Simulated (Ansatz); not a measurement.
Ideal-gas functions of H3NSZn, SMILES `[NH2][Zn][SH]` at 500 K and 1 bar, from an Ansatz frequency run at PBE0-D4/def2-TZVP.

Molar mass 114.49 g/mol, point group Cs (symmetry number 1), electronic degeneracy 1, moments of inertia 3.354, 197.208, 197.854 u Å². Harmonic wavenumbers (cm⁻¹, unscaled): 130, 131, 181, 370, 402, 651, 686, 745, 1560, 2706, 3571, 3665.

Use S(trans) = R[1.5 ln M + 2.5 ln T − 1.1517]; rotational temperatures θ = 24.2544 K / I; S(rot) = R[ln(√π/σ · √(T³/θAθBθC)) + 1.5]; for each mode x = 1.438777 ν̃/T, S = R[x/(eˣ − 1) − ln(1 − e⁻ˣ)] and H = RT x/(eˣ − 1); 1 cm⁻¹ = 0.0119627 kJ/mol; R = 8.31446 J/(mol·K).

Question: By hand: the entropy, in J/(mol·K).

Answer: Translation 178.7. Rotation: θ = 7.2315, 0.123, 0.1226 K, giving 103.9. Vibration, mode by mode: 16.54, 16.48, 13.83, 8.18, 7.55, 4.21, 3.89, 3.40, 0.52, 0.03, 0.00, 0.00, in all 74.6. Electronic 0.0. Sum 357.2 J/(mol·K).

Question: By hand: H − E and G − E in kJ/mol, counted from the electronic energy.

Answer: Zero-point energy ½ × 14798 × 0.0119627 = 88.5; thermal vibration 18.7; translation, rotation and pV give 4 RT = 16.6. H − E = 123.8 kJ/mol, and G − E = 123.8 − 500 × 357.2/1000 = -54.8 kJ/mol.

Vibration gives 21 % of the entropy, 33.0 J/(mol·K) of it from the modes under 150 cm⁻¹: soft modes count most, and the harmonic formula is weakest for them. The sum counts one conformer and one mirror image; others add a mixing term.
